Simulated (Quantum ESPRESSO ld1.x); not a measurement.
Q: The mean radii <r> (bohr) of the occupied orbitals of an atom or ion are listed with their occupations. Method: Dirac Kohn-Sham, PBEsol, spin-unpolarised, spherical densities, point nucleus; computed with ld1.x of Quantum ESPRESSO 7.5.

| orbital | occ. | <r> |
|---|---|---|
| 1s1/2 | 2 | 0.07311 |
| 2s1/2 | 2 | 0.3438 |
| 2p1/2 | 2 | 0.3062 |
| 2p3/2 | 4 | 0.3088 |
| 3s1/2 | 2 | 1.060 |
| 3p1/2 | 2 | 1.134 |
| 3p3/2 | 4 | 1.141 |
| 4p1/2 | 2 | 3.685 |

Name the element and its charge. Open shells, if any, fill j = l - 1/2 first.

A: Z = 21, scandium, charge +1: Sc+ in [Ar] 4p2. The 1s radius gives Z: for a bare nucleus <r> = (2 gamma + 1)/(2Z) with gamma = sqrt(1 - (Z/c)^2), 0.07087 bohr for Z = 21, and screening makes it slightly larger (0.07311 here). The occupations add up to 20, and the charge is Z minus that.
